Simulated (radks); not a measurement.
The numbers below are computed, except where a source is named.
Question: Neutral cadmium, [Kr] 4d10 5s2. Level of theory: non-relativistic Kohn-Sham, exchange-only PBE, spin-polarised, spherical densities, point nucleus (a radial shooting solver on a logarithmic mesh with Libxc functionals). Every spin shell is full or empty, so the densities are truly spherical. Functionals are evaluated on that one density, not self-consistently. Rank these orbital-free kinetic functionals by their error against the exact value of the orbitals, and give that value: Thomas-Fermi, TF + vW, TF + vW/9, TF + vW/5, LC94, APBEK, revAPBEK, Thakkar, Pearson, LKT, PG1, Ernzerhof.

Answer: Exact: 5464.52 hartree. From best to worst, with 100 (|E| - |E exact|)/|E exact| (equal figures are ties): LC94 +0.08, APBEK +0.13, revAPBEK +0.32, Ernzerhof -0.39, Thakkar -0.55, TF + vW/9 -0.67, Pearson -0.92, TF + vW/5 +3.07, Thomas-Fermi -5.35, PG1 +15.32, LKT +19.49, TF + vW +36.76.
